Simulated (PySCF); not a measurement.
## NMR data sheet: CHBF2S

```
Formula                               : CHBF2S
SMILES                                : FB(F)C=S
Point group of the computed structure : C1
Carbon signals                        : 1
Proton signals                        : 1
```

Atoms are numbered as in `[F:1][B:2]([F:3])[CH:4]=[S:5]`; H(Xn) means a hydrogen on atom n.

- PBE0-D3(BJ)/def2-SVP geometry
- shielding tensors at PBE0/pcSseg-1 (GIAO)
- run in PySCF
- one computed conformer, non-relativistic Hamiltonian, in vacuum, one averaged value for each set of equivalent atoms

Chemical shifts δ = σref − σ; 1H, 13C vs TMS; CFCl3 for 19F; 11B vs BF3·OEt2; 33S against CS2, all at this level.

| carbon | δC, type | δH (multiplicity) | HMBC from (2–3 bonds) | span of the C tensor (ppm) |
| --- | --- | --- | --- | --- |
| C4 | 315.7, CH | 14.11 (m) | – | 486 |

Other nuclei:
```csv
atoms,nucleus,environment,δ (ppm),σ (ppm)
F1/F3,19F,fluorine bonded to B,-100.1,277.4
B2,11B,"boron bonded to C, 2 F",1.1,99.6
S5,33S,thione sulfur,2202,-1706.0
```

1. δH 14.11: hydrogen on a thiocarbonyl carbon.

A carbon bonded to boron is broadened by the quadrupolar boron nucleus and is often missing from a measured spectrum. Splittings by 19F in the carbon and heteronuclear signals aren't shown, as no couplings were computed. Shifts are as computed. Against solution values, carbons near 30 ppm lie about +2 ppm off and those near 130 ppm about +5 ppm. Of 1211 compounds with measured shifts, 218 miss one by over three times the rms of a fit or turn the order of signals round; such compounds aren't used in these exercises. Unscaled 19F shifts against computed CFCl3 carry errors that often reach 10 to 50 ppm.
